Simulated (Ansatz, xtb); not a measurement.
## H5InSi2: where a starting geometry ends

The starting geometry of this gas-phase triplet was built from a drawn formula by distance geometry and a force field; its bonds are those of `[SiH3][SiH2][In]`.

```xyz
8

In   -0.7010   -3.3391    1.0830
Si   -1.9233    0.4745    0.5155
Si   -1.1100   -1.4167   -0.4556
H    -2.1057    1.5086   -0.5048
H    -3.2345    0.1643    1.1482
H    -0.9885    0.9658    1.5331
H     0.1854   -1.0650   -1.0546
H    -2.0350   -1.8540   -1.4726
```

Predict what it relaxes into with r2SCAN-D4/def2-SVP.

It keeps its bonds, and is `[SiH3][SiH2][In]`.

The energy falls by 0.25 eV over 24 steps:

| step | E − E(last) (eV) |
| --- | --- |
| 1 | 0.246 |
| 4 | 0.037 |
| 6 | 0.032 |
| 9 | 0.030 |
| 11 | 0.027 |
| 14 | 0.024 |
| 16 | 0.019 |
| 19 | 0.005 |
| 21 | 0.001 |
| 24 | 0.000 |

Final geometry (Å):

```tsv
atom	x (Å)	y (Å)	z (Å)
In	-1.8313	-2.9150	1.2868
Si	-1.8571	0.3808	0.5582
Si	-0.9540	-1.3800	-0.7044
H	-2.9423	1.0987	-0.1782
H	-2.4538	-0.2229	1.8018
H	-0.8113	1.3655	0.9745
H	0.5293	-1.3103	-0.9012
H	-1.5922	-1.5784	-2.0453
```

From the same start GFN2-xTB reaches the same bonding as this run.

The end wasn't checked by frequencies. Open shells are spin-unrestricted. The triplet needn't be the ground state. Atoms past krypton carry core potentials, without spin–orbit terms. Run with Ansatz 0.2.0, 2 min on 2 threads of Intel(R) Xeon(R) 6975P-C (Granite Rapids), with other jobs on the host.
